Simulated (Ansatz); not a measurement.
Input file:

```yaml
crystal:
  periodic: [false, false, false]
  atoms:
    - { symbol: Si, position_ang: [-0.416015, 0.419686, -0.20335] }
    - { symbol: F, position_ang: [-0.194072, 0.384488, 1.390601] }
    - { symbol: H, position_ang: [0.889253, 0.568348, -0.849208] }
    - { symbol: H, position_ang: [-1.318649, 1.552325, -0.462579] }
    - { symbol: O, position_ang: [-1.060268, -0.996713, -0.698179] }
    - { symbol: H, position_ang: [-1.927767, -1.267556, -0.443159] }
    - { symbol: P, position_ang: [2.051278, -3.105002, 1.654888] }
    - { symbol: H, position_ang: [0.886824, -3.245411, 0.866991] }
    - { symbol: H, position_ang: [2.883804, -2.712838, 0.581771] }
    - { symbol: H, position_ang: [1.754412, -1.793827, 2.085424] }
basis:
  gaussian: { orbitals: def2-SVP }
hamiltonian:
  xc: hf
neb:
  order_check: false
  images: 5
  f_tol: 0.05
  max_iterations: 60
  final_atoms:
    - { symbol: Si, position_ang: [0.32065503, -0.4754726, -0.58796705] }
    - { symbol: F, position_ang: [-0.94835029, -0.84004162, 2.66670135] }
    - { symbol: H, position_ang: [0.52405942, -0.74442684, -2.02153935] }
    - { symbol: H, position_ang: [0.78484938, 0.89107357, -0.2577604] }
    - { symbol: O, position_ang: [-1.27072545, -0.70745153, -0.25954918] }
    - { symbol: H, position_ang: [-1.56339787, -0.65608992, 0.64083236] }
    - { symbol: P, position_ang: [1.53942194, -1.87120918, 0.74930825] }
    - { symbol: H, position_ang: [1.48151313, -3.04773543, -0.02390984] }
    - { symbol: H, position_ang: [2.83636868, -1.46146666, 0.37848309] }
    - { symbol: H, position_ang: [-0.15559396, -1.28367978, 2.63860077] }
  initial_path:
    images:
      - { positions_ang: [[-0.416015, 0.419686, -0.20335], [-0.194072, 0.384488, 1.390601], [0.889253, 0.568348, -0.849208], [-1.318649, 1.552325, -0.462579], [-1.060268, -0.996713, -0.698179], [-1.927767, -1.267556, -0.443159], [2.051278, -3.105002, 1.654888], [0.886824, -3.245411, 0.866991], [2.883804, -2.712838, 0.581771], [1.754412, -1.793827, 2.085424]] }
      - { positions_ang: [[-0.27472832, 0.28002357, -0.13728909], [-0.12919777, 0.25900256, 1.57200238], [1.05498087, 0.37566271, -0.72818911], [-1.10262491, 1.43305314, -0.47453186], [-0.97013941, -1.12026019, -0.65292052], [-1.70193746, -1.4541019, -0.22546784], [1.7965217, -2.7266511, 1.36629281], [0.75250959, -3.20864459, 0.80185573], [2.74229139, -2.51609889, 0.38867266], [1.38112431, -1.51848531, 2.01277484]] }
      - { positions_ang: [[-0.13344164, 0.14036115, -0.07122819], [-0.06432353, 0.13351712, 1.75340376], [1.22070875, 0.18297741, -0.60717021], [-0.88660082, 1.31378128, -0.48648473], [-0.88001082, -1.24380737, -0.60766204], [-1.47610793, -1.6406478, -0.00777668], [1.54176541, -2.3483002, 1.07769762], [0.61819518, -3.17187817, 0.73672046], [2.60077879, -2.31935979, 0.19557432], [1.00783662, -1.24314363, 1.94012569]] }
      - { positions_ang: [[0.00784504, 0.00069872, -0.00516728], [0.0005507, 0.00803168, 1.93480515], [1.38643662, -0.00970788, -0.48615132], [-0.67057673, 1.19450942, -0.49843759], [-0.78988224, -1.36735456, -0.56240356], [-1.25027839, -1.82719371, 0.20991447], [1.28700911, -1.9699493, 0.78910243], [0.48388077, -3.13511176, 0.67158519], [2.45926618, -2.12262068, 0.00247598], [0.63454893, -0.96780194, 1.86747653]] }
      - { positions_ang: [[0.11211504, -0.15802505, -0.19943387], [-0.31574963, -0.27465942, 2.17877055], [1.09897755, -0.2546142, -0.99794733], [-0.1854347, 1.09336414, -0.41821186], [-0.95016331, -1.14738688, -0.4614521], [-1.35465155, -1.43682578, 0.35355377], [1.37114672, -1.93703593, 0.7758377], [0.81642489, -3.10598632, 0.43975351], [2.58496701, -1.90223601, 0.12781168], [0.37116796, -1.07309456, 2.12451795]] }
      - { positions_ang: [[0.21638503, -0.31674883, -0.39370046], [-0.63204996, -0.55735052, 2.42273595], [0.81151848, -0.49952052, -1.50974334], [0.29970734, 0.99221885, -0.33798613], [-1.11044438, -0.92741921, -0.36050064], [-1.45902471, -1.04645785, 0.49719307], [1.45528433, -1.90412255, 0.76257297], [1.14896901, -3.07686087, 0.20792184], [2.71066785, -1.68185133, 0.25314739], [0.107787, -1.17838717, 2.38155936]] }
      - { positions_ang: [[0.32065503, -0.4754726, -0.58796705], [-0.94835029, -0.84004162, 2.66670135], [0.52405942, -0.74442684, -2.02153935], [0.78484938, 0.89107357, -0.2577604], [-1.27072545, -0.70745153, -0.25954918], [-1.56339787, -0.65608992, 0.64083236], [1.53942194, -1.87120918, 0.74930825], [1.48151313, -3.04773543, -0.02390984], [2.83636868, -1.46146666, 0.37848309], [-0.15559396, -1.28367978, 2.63860077]] }
```

Command:

```bash
$ ansatz run input.yaml --threads 1 --pin off --max-ram 2048MiB --backend cpu --events-out ev --progress --plain --runs-dir out
```

Hardware: 1 thread of Intel(R) Xeon(R) Platinum 8259CL CPU @ 2.50GHz (Skylake/Cascade Lake) (shared host).

Question: Roughly how long does this run take, and how much memory?

Answer: 8.4 min, with a peak of 0.2 GiB, for 48 band iterations.
